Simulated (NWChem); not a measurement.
System meant: Si$_{2}$H$_{6}$O$_{2}$; SMILES O[SiH](O)[SiH3]

Input file for NWChem:

```
start job
memory heap 200 mb stack 700 mb global 900 mb
geometry units angstroms noautoz
  Si     0.022542    -0.583726    -0.353583
  O      1.494701    -1.034909     0.327796
  O     -1.297110    -1.395024     0.309555
  Si    -0.114395     1.725125     0.063008
  H     -0.049473    -0.957317    -1.806913
  H      1.767741    -1.952075     0.143770
  H     -1.483660    -1.163781     1.236963
  H     -0.197476     1.960547     1.550094
  H      1.073565     2.475054    -0.476251
  H     -1.363901     2.287494    -0.562372
end
basis spherical
  Si library def2-svp
  O library def2-svp
  H library def2-svp
end
dft
  xc b3lyp
  iterations 4
  mulliken
end
task dft energy
```

End of the output:

```
    Atom       Charge   Shell Charges
 -----------   ------   -------------------------------------------------------
    1 Si  14    13.55   2.00  1.93  0.65  0.33  5.81  1.23  1.00  0.60
    2 O    8     8.24   1.97  0.89  0.61  2.71  2.05  0.01
    3 O    8     8.24   1.97  0.89  0.61  2.72  2.04  0.01
    4 Si  14    13.77   2.00  1.94  0.71  0.37  5.82  1.34  1.40  0.19
    5 H    1     1.12   0.66  0.44  0.02
    6 H    1     0.91   0.55  0.18  0.18
    7 H    1     0.91   0.55  0.18  0.18
    8 H    1     1.09   0.64  0.43  0.02
    9 H    1     1.08   0.64  0.42  0.02
   10 H    1     1.09   0.64  0.43  0.02

 center of mass
 --------------
 x =   0.00262450 y =  -0.05528932 z =   0.00005004

 moments of inertia (a.u.)
 ------------------
         632.540358806508           0.000000000000           0.000000000000
           0.000000000000         306.595898720261           0.000000000000
           0.000000000000           0.000000000000         835.065591515820

     Multipole analysis of the density
     ---------------------------------

     L   x y z        total         alpha         beta         nuclear
     -   - - -        -----         -----         ----         -------
     0   0 0 0     -0.000000    -25.000000    -25.000000     50.000000

     1   1 0 0      0.089894      0.044947      0.044947     -0.000000
     1   0 1 0     -0.339957     -0.169979     -0.169979      0.000000
     1   0 0 1      0.233371      0.116685      0.116685     -0.000000

     2   2 0 0    -31.252552    -86.559509    -86.559509    141.866467
     2   1 1 0     -2.702647      0.339535      0.339535     -3.381718
     2   1 0 1     -2.562522      0.083735      0.083735     -2.729991
     2   0 2 0    -29.181423   -178.959475   -178.959475    328.737527
     2   0 1 1     -0.865274     -1.173331     -1.173331      1.481389
     2   0 0 2    -29.045965    -34.400440    -34.400440     39.754915

 ------------------------------------------------------------------------
 dft energy failed                                                                                  0
 ------------------------------------------------------------------------
 ------------------------------------------------------------------------
  current input line :
    25: task dft energy
 ------------------------------------------------------------------------
 ------------------------------------------------------------------------
 This type of error is most commonly associated with calculations not reaching convergence criteria
 ------------------------------------------------------------------------
 For more information see the NWChem manual at https://nwchemgit.github.io

0:dft energy failed:Received an Error in Communication
```

Task: What is wrong, and how is it mended?

Result: Convergence was not reached. Cause: the SCF was allowed too few iterations. This input runs:
```
start job
memory heap 200 mb stack 700 mb global 900 mb
geometry units angstroms noautoz
  Si     0.022542    -0.583726    -0.353583
  O      1.494701    -1.034909     0.327796
  O     -1.297110    -1.395024     0.309555
  Si    -0.114395     1.725125     0.063008
  H     -0.049473    -0.957317    -1.806913
  H      1.767741    -1.952075     0.143770
  H     -1.483660    -1.163781     1.236963
  H     -0.197476     1.960547     1.550094
  H      1.073565     2.475054    -0.476251
  H     -1.363901     2.287494    -0.562372
end
basis spherical
  * library def2-svp
end
dft
  xc b3lyp
  iterations 150
  mulliken
end
task dft energy
```
It converges to -732.85453 Ha (B3LYP/def2-SVP).
